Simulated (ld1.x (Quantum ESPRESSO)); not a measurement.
Which change was made? (Pd, TM)

ld1.x (Quantum ESPRESSO) 7.5 input, shortened:

```
&input
   title='Pd', zed=46., rel=1, dft='PZ', iswitch=3,
   config='[Kr] 4d10 4f-2 5s0 5p0'
 /
 &inputp
   pseudotype=2, tm=.true., lloc=3,
   nlcc=.true., rcore=0.90
 /
4
4S  1  0   2.00   0.00  1.50  1.50  0.0
4P  2  1   6.00   0.00  1.10  1.10  0.0
4D  3  2  10.00   0.00  1.90  1.90  0.0
4F  4  3  -2.00   0.05  1.95  1.95  0.0
 &test
   configts(1)='4s2 4p6 4d10 5s0 5p0'
 /
```

Cutoffs, loose and tight: the cutoffs (Ry, on a coarse ladder) from which the occupation-weighted sum of valence levels, in a spherical-Bessel basis at the reference potential, stays within 10 and 1 mRy of its value at 400 Ry. They do not see the model core or the augmentation charge, which bear on the density cutoff. Test errors are all-electron minus pseudo excitation energies from the reference, over the configurations 4s2 4p6 4d9 5s0 5p0; 4s2 4p6 4d8 5s0 5p0; 4s2 4p6 4d7 5s0 5p0; 4s2 4p5 4d10 5s0 5p0; 4s2 4p6 4d9 5s0 5p1; 4s2 4p6 4d9.5 5s0 5p0; 4s1 4p6 4d10 5s0 5p0 (two spin-polarised tests are not counted in the largest error); variants that change the core or the reference have their own tests. The largest error is taken over the tests solved by every variant that gives reliable tests at all, those not shown here included: 4s2 4p6 4d7 5s0 5p0; 4s2 4p6 4d8 5s0 5p0; 4s2 4p6 4d9 5s0 5p0; 4s2 4p6 4d9 5s0 5p1; 4s2 4p6 4d9.5 5s0 5p0.

The base gives: outcome: generated; cutoff, loose: 140 Ry; cutoff, tight: 180 Ry; bound ghosts: s; largest test error (meV): +81.

Task: After one change the result is: outcome: generated; cutoff, loose: 140 Ry; cutoff, tight: 180 Ry; bound ghosts: s; largest test error (meV): +236. Which change was it?
A. wave 4f channel at 0.05 Ry: rc 1.95 bohr becomes 4f channel at 0.05 Ry: rc 2.14 bohr
B. wave 4f channel at 0.05 Ry: rc 1.95 bohr becomes 4f channel at 0.05 Ry: rc 2.56 bohr
C. wave 4f channel at 0.05 Ry: rc 1.95 bohr becomes 4f channel at 0.05 Ry: rc 2.88 bohr

Result: B. The others give: wave 4f channel at 0.05 Ry: rc 1.95 bohr becomes 4f channel at 0.05 Ry: rc 2.88 bohr → outcome: generated; cutoff, loose: 140 Ry; cutoff, tight: 180 Ry; bound ghosts: none; largest test error (meV): +245 | wave 4f channel at 0.05 Ry: rc 1.95 bohr becomes 4f channel at 0.05 Ry: rc 2.14 bohr → outcome: generated; cutoff, loose: 140 Ry; cutoff, tight: 180 Ry; bound ghosts: s; largest test error (meV): +758.
